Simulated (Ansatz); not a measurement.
Method: frozen-core CCSD(T)/cc-pVTZ // PBE0-D3(BJ)/def2-TZVP (Ansatz, a first-principles code).

Ansatz 0.2 input:
```yaml
crystal:
  periodic: [false, false, false]
  atoms:
    - { symbol: Br, position_ang: [1.953603, -0.382361, -0.000006] }
    - { symbol: Al, position_ang: [-0.000164, 0.765561, -0.000001] }
    - { symbol: Br, position_ang: [-1.953439, -0.3832, 0.000008] }
basis:
  gaussian: { orbitals: cc-pVTZ }
correlation:
  method: ccsd_t
magnetization:
  spin_polarized: true
  initial_magnetization: 1
```

Output:

```
Functional definition: HF
785 factors; integrals over basis functions are off by at most 6.1e-4 eV
mean field evaluation 1: about -146585.7937 eV, gradient 1.0e1 eV
mean field evaluation 2: about -146585.7993 eV, gradient 1.0e1 eV
mean field evaluation 4: about -146586.9744 eV, gradient 1.8e0 eV
mean field evaluation 8: about -146587.0669 eV, gradient 2.8e-3 eV
mean field evaluation 16: about -146587.0566 eV, gradient 2.7e-1 eV
mean field evaluation 32: about -146583.8701 eV, gradient 4.7e-4 eV
mean field -146587.06691429 eV, -5386.9753488176 hartree, gradient 5.5e-6 eV, S^2 0.754855; 1 other end points of the search recorded, 0 dependent functions left out
determinant -146587.06691429 eV, -5386.9753488176 hartree, with singles and doubles -146601.05000559 eV, -5387.4892179446 hartree
determinant -146583.87010669 eV, -5386.8578683052 hartree, with singles and doubles -146598.06269902 eV, -5387.3794364533 hartree
23 core orbitals not correlated
reference -146587.06691429 eV, -5386.9753488176 hartree; 19, 18 occupied and 78, 79 virtual orbitals, 785 factors
second order -13.40642943 eV of doubles, -0.00000000 eV of singles
cycle   1  -13.98295129 eV  change    1.4e-4 eV  update   7.6e-4
cycle   2  -13.98340104 eV  change   -4.5e-4 eV  update   4.9e-4
cycle   3  -13.98326484 eV  change    1.4e-4 eV  update   2.2e-4
cycle   4  -13.98315908 eV  change    1.1e-4 eV  update   7.5e-5
cycle   5  -13.98330606 eV  change   -1.5e-4 eV  update   1.9e-5
cycle   6  -13.98332680 eV  change   -2.1e-5 eV  update   7.4e-6
perturbative correction -0.56164254 eV, -0.0206399828 hartree
Total energy: -146601.61188364 eV, -5387.5098665821 hartree
```

Cost: around 110 core-seconds (rough).
